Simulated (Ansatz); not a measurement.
C₂H₃F₃SeSi (`C=C[Se][Si](F)(F)F`), relaxed with RKS PBE0-D4/def2-TZVP in Ansatz from a GFN2-xTB geometry. The force threshold is 0.005 eV/Å; the program also tests the step.

Total charge 0; spin multiplicity 1.

Start:

```xyz
10

C    -0.673    1.182    0.986
C     0.638    1.212    0.835
Se    1.702    0.032   -0.227
Si    0.201   -1.359   -1.061
F     0.928   -2.422   -1.976
F    -0.935   -0.734   -1.977
F    -0.640   -2.219   -0.025
H    -1.170    1.902    1.614
H    -1.306    0.456    0.505
H     1.256    1.951    1.326
```

(1) By how much does the energy fall, and how many steps does the optimiser take? (Estimate.)

(2) Which bonds change most? (Best estimate.)

(3) Give the relaxed structure. (Estimate.)

Results:

(1) Computed: 2.43 kcal/mol, in 32 steps, 3 of them rejected.

(2) Computed: C2–Se3 from 1.912 to 1.929 Å; Se3–Si4 from 2.210 to 2.226 Å; Si4–F7 from 1.587 to 1.576 Å; Si4–F6 from 1.587 to 1.577 Å.

(3) The calculation gave: 
```xyz
10

C    -0.705    1.546    0.726
C     0.477    0.965    0.832
Se    1.507    0.382   -0.690
Si    0.279   -1.456   -0.950
F     0.890   -2.315   -2.120
F    -1.224   -1.149   -1.316
F     0.235   -2.351    0.347
H    -1.236    1.868    1.616
H    -1.184    1.712   -0.232
H     0.960    0.797    1.787
```
